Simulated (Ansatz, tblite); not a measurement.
Cost and result up the ladder for SiEt(NHMe)3 (C₅H₁₇N₃Si) (26 atoms). Charge 0, multiplicity 1. Geometry: PBE-D4/def2-SVP.

```xyz
26

Si   -0.006    0.033   -0.071
C     0.320   -1.821    0.152
C     0.040   -2.313    1.579
H     1.385   -1.998   -0.116
H    -0.271   -2.404   -0.589
H     0.282   -3.388    1.713
H     0.637   -1.740    2.319
H    -1.025   -2.171    1.854
N     0.789    1.127    1.034
C     2.192    1.489    1.000
H     0.336    1.269    1.939
H     2.825    0.925    1.730
H     2.593    1.274   -0.012
H     2.356    2.574    1.196
N    -1.690    0.334    0.306
C    -2.815   -0.468   -0.134
H    -1.930    1.318    0.458
H    -3.220   -0.194   -1.140
H    -2.520   -1.536   -0.192
H    -3.664   -0.417    0.584
N     0.628    0.424   -1.653
C     0.512    1.722   -2.290
H     0.789   -0.348   -2.303
H    -0.363    1.819   -2.978
H     0.398    2.503   -1.509
H     1.422    1.987   -2.876
```

Ansatz on 4 threads of AMD EPYC 9R45 on a shared host; xTB runs through tblite on one thread. Times are rough, summed over both states, and most runs start from the orbitals of an earlier one. PBE0-D4/def2-TZVP serves as the yardstick here, not as an exact answer. The other state is a doublet.

The xTB rows come from tblite.

Raw xTB energies of ions are shifted by several eV.

```csv
level,functions,wall time,vertical IE (eV),difference from PBE0-D4/def2-TZVP (eV)
GFN2-xTB,58,0.023 s,11.93,4.12
GFN1-xTB,75,0.036 s,12.64,4.83
PBE-D4/def2-TZVP (with forces),387,8.9 s,7.33,-0.48
PBE0-D4/def2-TZVP,387,21 s,7.81,0.00
B97M-V/def2-TZVP,387,26 s,7.59,-0.22
```
